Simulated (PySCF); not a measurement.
TDDFT excited states: CH8BNSi

Compound: CH8BNSi.
SMILES: `NBC[SiH3]`

Method used: TDDFT CAM-B3LYP/def2-SVPD, vertical, gas phase, core orbitals frozen in the response in PySCF 2.14.0, density-fitted response routines. Geometry: PBE0-D3(BJ)/def2-SVP, one conformer, isolated molecule. Torsions of this conformer, `[NH2:1][BH:2][CH2:3][SiH3:4]`: N1–B2–C3–Si4 -102°, H–N1–B2–C3 178°, H–N1–B2–C3 -2°.

Task: What does the calculation give for the low-lying excited states?

Result: 

| state | E (eV) | E (kJ/mol) | λ (nm) | f | \|μ\| (D) | main configurations (H = HOMO, L = LUMO) |
| --- | --- | --- | --- | --- | --- | --- |
| S1 | 7.36 | 710 | 168.5 | 0.062 | 1.49 | H-1→L+1 (42%), H→L+1 (21%), H→L (13%) |
| S2 | 7.41 | 715 | 167.3 | 0.015 | 0.73 | H→L (66%), H→L+1 (11%) |
| S3 | 7.79 | 752 | 159.1 | 0.189 | 2.53 | H→L+1 (51%), H-1→L+1 (24%) |
| S4 | 8.15 | 787 | 152.1 | 0.023 | 0.86 | H-1→L (49%), H→L+2 (23%), H→L (9%) |
| S5 | 8.44 | 814 | 146.9 | 0.034 | 1.03 | H→L+2 (37%), H-1→L (24%), H→L+3 (9%) |
| S6 | 8.58 | 828 | 144.5 | 0.0020 | 0.25 | H-2→L+1 (55%), H-2→L (14%) |
| S7 | 8.62 | 832 | 143.8 | 0.052 | 1.26 | H-2→L (21%), H-3→L (18%), H-1→L+2 (16%) |
| S8 | 8.69 | 839 | 142.6 | 0.013 | 0.63 | H→L+4 (42%) |
| S9 | 8.72 | 841 | 142.2 | 0.032 | 0.98 | H-2→L (16%), H-2→L+2 (11%), H-3→L (11%) |
| S10 | 8.79 | 848 | 141.0 | 0.074 | 1.49 | H-3→L+1 (37%), H→L+3 (15%), H-4→L+1 (9%) |

Triplets, Tamm–Dancoff:

| state | E (eV) | λ (nm) | main configurations (H = HOMO, L = LUMO) |
| --- | --- | --- | --- |
| T1 | 6.34 | 195.6 | H→L+1 (66%) |
| T2 | 6.84 | 181.2 | H-1→L+1 (63%) |
| T3 | 7.12 | 174.2 | H→L (68%) |
| T4 | 7.79 | 159.1 | H-4→L+1 (31%), H-1→L (13%) |

The lowest singlet comes at 168 nm (710 kJ/mol) in the vacuum ultraviolet; it is of moderate strength; its leading configuration is HOMO-1→LUMO+1 (42%). The most intense listed level is S3 at 7.79 eV (159 nm, f = 0.189), 0.43 eV above S1. Löwdin shares by element: HOMO nitrogen 42%, carbon 18%, silicon 12%, boron 11% (atoms not listed hold the other 17%); LUMO boron 41%, hydrogen 19% or more, silicon 12% (atoms not listed hold the other 27%). Weighted by f, the mean energy of these states is 8.11 eV. The listed states span 1.43 eV, and the widest gap between neighbours is 0.38 eV (S2 to S3). Orbital energies (eV): HOMO-3 -10.71, HOMO-2 -10.60, HOMO-1 -10.12, HOMO -9.59, LUMO 1.00, LUMO+1 1.22, LUMO+2 1.76. All these states lie below the vertical ionisation energy of 10.41 eV (ΔSCF). Only the lowest 10 singlets were computed, as vertical energies without vibronic structure.
